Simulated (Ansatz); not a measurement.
N, charge +1, triplet; MP2/6-31G** (Ansatz, a first-principles code).

Input for Ansatz:
Ansatz 0.2 input:
```yaml
crystal:
  periodic: [false, false, false]
  atoms:
    - {symbol: N, position_ang: [0.00000000, 0.00000000, 0.00000000]}
basis:
  gaussian:
    orbitals: 6-31G__.json
total_charge: 1
magnetization: {spin_polarized: true, initial_magnetization: 2}
correlation: {method: mp2}
```
The basis file holds 6-31G** in the JSON format of the Basis Set Exchange.

It wrote (shortened):

```
Functional definition: HF
71 factors; integrals over basis functions are off by at most 2.6e-4 eV
mean field evaluation 1: about -1465.7184 eV, gradient 6.6e0 eV
mean field evaluation 2: about -1465.7275 eV, gradient 6.6e0 eV
mean field evaluation 4: about -1465.9368 eV, gradient 1.8e-1 eV
mean field evaluation 8: about -1465.9372 eV, gradient 3.6e-4 eV
mean field evaluation 16: about -1465.9372 eV, gradient 2.8e-5 eV
mean field -1465.93716629 eV, -53.8721972133 hartree, gradient 7.9e-7 eV, S^2 2.005833; 3 other end points of the search recorded, 0 dependent functions left out
1 core orbitals not correlated
reference -1465.93716629 eV, -53.8721972133 hartree; 3, 1 occupied and 11, 13 virtual orbitals, 71 factors
second order -1.49083914 eV of doubles, -0.00000000 eV of singles
Total energy: -1467.42800544 eV, -53.9269845413 hartree
```
